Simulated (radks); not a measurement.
Values are calculated unless marked as measured or tabulated.
Q: The mean radii <r> (bohr) of the occupied orbitals of an atom or ion are listed with their occupations. Code: a radial shooting solver on a logarithmic mesh with Libxc functionals. Model: scalar-relativistic Kohn-Sham, HCTH/407, spin-polarised, spherical densities, point nucleus.

| orbital | occ. | <r> |
|---|---|---|
| 1s | 2 | 0.05217 |
| 2s | 2 | 0.2351 |
| 2p | 6 | 0.2063 |
| 3s | 2 | 0.7123 |
| 3p | 6 | 0.7493 |
| 3d | 10 | 1.003 |

Name the element and its charge. Open shells, if any, are filled with parallel spins first.

A: Z = 29, copper, charge +1: Cu+ in [Ar] 3d10. The 1s radius gives Z: for a bare nucleus <r> = (2 gamma + 1)/(2Z) with gamma = sqrt(1 - (Z/c)^2), 0.05094 bohr for Z = 29, and screening makes it slightly larger (0.05217 here). The occupations add up to 28, and the charge is Z minus that.
